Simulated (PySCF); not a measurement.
Bond length, frequency and bond energy of SiSe⁺ by level of theory

State: ²Π (doublet), unpaired electrons π ↑. Set-up: basis Si def2-TZVPPD, Se def2-TZVPPD; no relativity; PySCF 2.14. De refers to Si⁺ + Se in their high-spin ground configurations, without counterpoise correction. The functionals are run spin-unrestricted. A positive dipole points towards Se; it is taken about the centre of mass and depends on that origin. Levels whose curve was spin-contaminated or gave no clean fit are not listed.

```tsv
Level	Re (Å)	ωe (cm⁻¹)	De (eV)	μ (D)
UHF	2.194	489	2.28	-4.52
UHF-MP2	2.197	486	3.66	n/a
UHF-SCS-MP2	2.200	483	3.57	n/a
PBE	2.232	446	4.14	-3.92
revPBE	2.240	441	3.94	-3.93
PW91	2.230	445	4.16	-3.93
TPSS	2.224	451	3.99	-3.89
r²SCAN	2.213	462	4.01	-3.90
PBE0	2.205	472	3.88	-4.02
MN15	2.182	484	3.85	-4.05
BHandHLYP	2.196	481	3.48	-4.26
ωB97M-V	2.193	486	3.81	-4.28
```

Task: What does a quarter of exact exchange do here, going from PBE to PBE0?

Result: PBE0 less PBE: -2.7 pm in Re, +5.8 % in ωe, -0.26 eV in De. Exact exchange removes part of the self-interaction that spreads semilocal densities, and in most molecules shortens and stiffens the bond and lowers De; so it does here.

Correlated steps freeze 14 core orbitals. Spin–orbit coupling is left out. For an ion De counts to the pair picked by the measured ionisation energies or electron affinities, which need not be the lowest pair at this level. The state is the lowest determinant that a PBE0 search found; another state may lie lower at other levels.

The whole job (state search and all levels along the bond) took about 10 min on 2 threads of Intel Xeon 6975P-C (shared host), peak memory 5.2 GiB.
